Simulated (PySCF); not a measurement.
Ionising InO

PBE0; PySCF, scalar-relativistic core potentials, basis sets In def2-SVPD with ECP28, O def2-SVPD. Neutral (UKS): doublet (π ↑), Re = 2.122 Å, ωe = 490 cm⁻¹, De = 3.46 eV, HOMO -6.78 eV, LUMO -3.37 eV.

InO⁺ (UKS): triplet (π ↑↑), Re = 2.951 Å, ωe = 124 cm⁻¹, De = 0.22 eV to In⁺ + O. The energies at the minima are -265.16891 hartree for InO and -264.84363 for InO⁺.

Question: Work out the adiabatic ionisation energy, without and with harmonic zero-point energies (1 hartree = 27.2114 eV, 1 eV = 8065.5 cm⁻¹), and the change of the bond length.

Answer: At PBE0: 0.32528 hartree = 8.851 eV between the minima; the zero-point term (124.0 − 490.0)/2 cm⁻¹ = -0.023 eV makes it 8.829 eV. Re changes by +82.9 pm against the neutral. The electron leaves a π orbital, and the ion is left as a loose complex of an ion and an atom.

InO⁻ (UKS): singlet (closed shell), Re = 1.940 Å, ωe = 676 cm⁻¹, De = 4.03 eV to In + O⁻. The energies at the minima are -265.16891 hartree for InO and -265.24291 for InO⁻.

Question: Work out the adiabatic electron affinity, without and with harmonic zero-point energies (1 hartree = 27.2114 eV, 1 eV = 8065.5 cm⁻¹), and the change of the bond length.

Answer: At PBE0: 0.07400 hartree = 2.014 eV between the minima; the zero-point term (490.0 − 676.0)/2 cm⁻¹ = -0.012 eV makes it 2.002 eV. Re changes by -18.2 pm against the neutral. The electron enters a π orbital; the charge polarises the partner, so the anion is bound more strongly.

Weak bonds: InO⁺. Basis-set superposition, not corrected here, can be much of De in a small basis, most of all at correlated wavefunction levels. These are scalar-relativistic numbers at best; spin–orbit coupling would shift them, the dissociation energy most. For an ion De counts to the pair picked by the measured ionisation energies or electron affinities, which need not be the lowest pair at this level. States were picked by a PBE0 search and need not be the measured ground states.
